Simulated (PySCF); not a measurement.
The numbers below are computed, except where a source is named.
# Si3PH9NO2

Si3PH9NO2 is a small molecule (built as: Si site whose three back bonds go to NHSiH3, OH, PHSiH3; end group O), neutral, doublet. The structure, one conformer, was relaxed in the gas phase by PBE0-D3(BJ)/def2-SVP. No frequency run checks that it is a minimum.

SMILES: [O][Si](O)(N[SiH3])P[SiH3]

```
atom   x (Å)   y (Å)   z (Å)
 Si1   1.257   0.317  -0.004
  N2   1.188  -1.240  -0.695
 Si3  -0.142  -2.005  -1.535
  O4   2.846   0.553   0.369
  P5  -0.075   0.539   1.888
 Si6  -2.004   1.303   0.962
  O7   0.323   1.494  -0.540
  H8   2.018  -1.806  -0.533
  H9   0.415  -2.909  -2.585
 H10  -1.000  -2.829  -0.626
 H11  -0.982  -0.941  -2.149
 H12   3.082   1.444   0.644
 H13   0.403   1.779   2.403
 H14  -3.055   1.180   2.024
 H15  -2.366   0.381  -0.149
 H16  -1.919   2.728   0.549
```

EPR values by unrestricted B3LYP, IGLO-III on N O P Si, pcH-1 on H.

(1) Predict g and the largest hyperfine couplings. Where does the spin sit?

(2) How do the isotropic couplings move with BHandHLYP?

Results:

(1) g = 2.0024, 2.0062, 2.0074. The spin sits on P5 (59 %, bonded to 2 Si + 1 H), O7 (41 %, bonded to 1 Si) by Mulliken populations.
| atom | isotope | isotropic (MHz) | dipolar, principal values (MHz) |
| --- | --- | --- | --- |
| P5 | 31P | 90.6 | -206.3, -194.8, 401.2 |
| O7 | 17O | -35.9 | -134.8, 66.1, 68.6 |
| Si1 | 29Si | 22.9 | -5.9, 1.9, 4.0 |
| Si6 | 29Si | -20.8 | -5.4, 2.2, 3.3 |
| H13 | 1H | -10.0 | -10.6, 1.8, 8.7 |
| H16 | 1H | 7.2 | -2.4, -1.3, 3.6 |

(2) P5 90.6 to 68.7 MHz, O7 -35.9 to -53.9 MHz, Si1 22.9 to 47.6 MHz, Si6 -20.8 to -22.8 MHz.
